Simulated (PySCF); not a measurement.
Isomers of C6H11N3.

All values: PBE0/def2-SVPD (PySCF) at PBE0-D3(BJ)/def2-SVP geometries, gas phase, one conformer each. Core orbitals are frozen in the response; Δα² is half the sum of the squared differences of the principal polarisabilities.

Problem. Rank by HOMO energy, highest first.
A. `CC(C)(C)c1cn[nH]n1`
B. `[CH3:1][CH2:2][c:3]1[n:4][n:5]([CH3:6])[n:7][c:8]1[CH3:9]` with C1–C2–C3–N4 -96°
C. `[CH3:1][CH:2]([CH3:3])[c:4]1[cH:5][n:6][n:7]([CH3:8])[n:9]1` with C1–C2–C4–C5 61°

Solution. B (-6.91 eV), C (-7.23 eV), A (-7.61 eV).

Problem. Rank by vertical ionisation energy (ΔSCF), highest first.
A. `[CH3:1][c:2]1[n:3][nH:4][c:5]([CH:6]([CH3:7])[CH3:8])[n:9]1` with N4–C5–C6–C7 -125°
B. `CC(C)(C)c1cn[nH]n1`
C. `[CH3:1][CH2:2][c:3]1[n:4][n:5]([CH3:6])[n:7][c:8]1[CH3:9]` with C1–C2–C3–N4 -96°

Solution. B (9.51 eV), A (9.09 eV), C (8.69 eV).

Problem. Rank by dipole moment, lowest first.
A. `[CH3:1][c:2]1[n:3][nH:4][c:5]([CH:6]([CH3:7])[CH3:8])[n:9]1` with N4–C5–C6–C7 -125°
B. `[CH3:1][CH:2]([CH3:3])[c:4]1[cH:5][n:6][n:7]([CH3:8])[n:9]1` with C1–C2–C4–C5 61°
C. `[CH3:1][CH2:2][c:3]1[n:4][n:5]([CH3:6])[n:7][c:8]1[CH3:9]` with C1–C2–C3–N4 -96°

Solution. C (0.20 D), B (0.42 D), A (2.78 D).

All values together:

| SMILES | μ (D) | HOMO (eV) | LUMO (eV) | α (Å³) | Δα (Å³) | ΔSCF removal energy (eV) |
| --- | --- | --- | --- | --- | --- | --- |
| CC(C)(C)c1cn[nH]n1 | 0.53 | -7.61 | -0.17 | 13.32 | 4.09 | 9.51 |
| CCc1nn(C)nc1C | 0.20 | -6.91 | 0.09 | 13.84 | 6.07 | 8.69 |
| CC(C)c1cnn(C)n1 | 0.42 | -7.23 | -0.02 | 13.74 | 5.91 | 9.04 |
| Cc1n[nH]c(C(C)C)n1 | 2.78 | -7.19 | 0.29 | 13.55 | 6.07 | 9.09 |

Conformers: `[CH3:1][CH2:2][c:3]1[n:4][n:5]([CH3:6])[n:7][c:8]1[CH3:9]` with C1–C2–C3–N4 -96°; `[CH3:1][CH:2]([CH3:3])[c:4]1[cH:5][n:6][n:7]([CH3:8])[n:9]1` with C1–C2–C4–C5 61°; `[CH3:1][c:2]1[n:3][nH:4][c:5]([CH:6]([CH3:7])[CH3:8])[n:9]1` with N4–C5–C6–C7 -125°.
